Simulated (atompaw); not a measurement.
## u(r) = r·R(r): atom against pseudo-atom (platinum (Pt))

Columns: radius, all-electron u(r) and pseudo u(r) of the 5s shell (level -87.66 eV) of platinum in the configuration [Kr] 4d10 4f14 5s2 5p6 5d9 6s0 6p0; PBE, non-relativistic, PAW (atompaw) scheme, atompaw 4.2.0.5.

| r (bohr) | all-electron | pseudo |
| --- | --- | --- |
| 0.087 | -0.0653 | 0.2006 |
| 0.173 | 0.4084 | 0.3927 |
| 0.260 | -0.2199 | 0.5745 |
| 0.346 | -0.6296 | 0.7364 |
| 0.433 | -0.5093 | 0.8777 |
| 0.519 | -0.1007 | 0.9914 |
| 0.606 | 0.3598 | 1.0779 |
| 0.692 | 0.7340 | 1.1340 |
| 0.779 | 0.9895 | 1.1611 |
| 0.865 | 1.1255 | 1.1601 |
| 0.952 | 1.1683 | 1.1333 |
| 1.038 | 1.1433 | 1.0847 |
| 1.125 | 1.0741 | 1.0175 |
| 1.212 | 0.9797 | 0.9366 |
| 1.298 | 0.8756 | 0.8479 |
| 1.385 | 0.7687 | 0.7540 |
| 1.471 | 0.6673 | 0.6612 |
| 1.558 | 0.5724 | 0.5708 |
| 1.644 | 0.4880 | 0.4881 |
| 1.731 | 0.4125 | 0.4128 |
| 1.817 | 0.3475 | 0.3475 |
| 1.904 | 0.2908 | 0.2908 |
| 1.990 | 0.2430 | 0.2430 |
| 2.077 | 0.2019 | 0.2019 |
| 2.163 | 0.1677 | 0.1677 |
| 2.250 | 0.1386 | 0.1386 |

(1) How many radial nodes do the two functions have?

(2) At about which radius was the pseudo-wave matched?

(3) Is the pseudo-wave norm-conserving?

Answers

(1) The all-electron 5s function has n − l − 1 = 4 (the table is too coarse to show those close to the nucleus); the pseudo-wave has 0, since the states of the same l below it are removed with the core.

(2) 1.90 bohr. The columns agree to 0.0005 from 1.64 bohr on; several derivatives are matched, so the curves merge somewhat inside the radius.

(3) No, it belongs to a PAW set: the norm inside the radius is not constrained, and the difference is carried by the augmentation charge.
